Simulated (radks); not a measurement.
Task: The sulfur ion S4+, [Ne] 3s2. Calculated with a radial shooting solver on a logarithmic mesh with Libxc functionals: non-relativistic Kohn-Sham, LDA (Slater exchange, Perdew-Wang correlation), spin-polarised, spherical densities, point nucleus. Every spin shell is full or empty, so the densities are truly spherical. Functionals are evaluated on that one density, not self-consistently. Rank these exchange functionals by their error against the exact value of the orbitals, and give that value: LDA, B88, PW91, PW86, OPTX, SOGGA, B86b, G96, EV93, APBE, SCAN, r2SCAN, MS2, TASK, MVS.

Result: Exact: -23.4550 hartree. From best to worst, with 100 (|E| - |E exact|)/|E exact| (equal figures are ties): r2SCAN -0.01, OPTX +0.04, B88 +0.06, PW91 -0.07, G96 +0.13, MS2 +0.15, B86b +0.16, SCAN +0.25, MVS -0.31, PW86 +0.62, APBE +0.68, EV93 +1.45, TASK -3.09, SOGGA -3.57, LDA -8.17.
